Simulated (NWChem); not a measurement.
Species: H3O cation; SMILES [OH3+]

```xyz
4

O      0.0000     0.0000     0.0788
H      0.6693     0.6693    -0.2074
H      0.2450    -0.9143    -0.2074
H     -0.9143     0.2450    -0.2074
```
Atoms are numbered in this order, from 1.

All runs: NWChem. Geometry: optimised at B3LYP/6-31G* (spherical d). GIAO values for the isolated, static molecule; σ is the absolute isotropic shielding, δ = σ(reference) − σ with the isolated reference molecule computed at the same levels (1H: tetramethylsilane, 17O: water).

Task: What does the run give for LDA (Slater exchange, VWN5)/pcSseg-1? Quantities: δ O1 (ppm); δ H2 (ppm).

Result: The δ O1 (ppm) is 38.2 and the δ H2 (ppm) is 7.35.
